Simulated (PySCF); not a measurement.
Zn(I)(OH) (HIOZn), SMILES [OH][Zn][I].

Geometry: B3LYP-D3(BJ)/def2-TZVP. The def2 effective core potentials stand for the cores of I; spin–orbit coupling is left out. Other conformers were not sampled.

Level of theory: r2SCAN/def2-TZVPD (PySCF).

The molecule is in vacuum.

```yaml
total_energy: -2153.10814 hartree
point_group: Cs
highest_occupied_level: -6.96 eV
lowest_empty_level: -2.20 eV
orbital_gap: 4.76 eV
dipole_moment: 1.27 D
quadrupole, principal values (traceless, Buckingham form, about the centre of nuclear charge): -8.61, 0.56, 8.05 D·Å
mean_static_polarisability: 65.6 bohr³ (9.72 Å³)
polarisability_principal_values: 53.5, 53.6, 89.8 bohr³
```
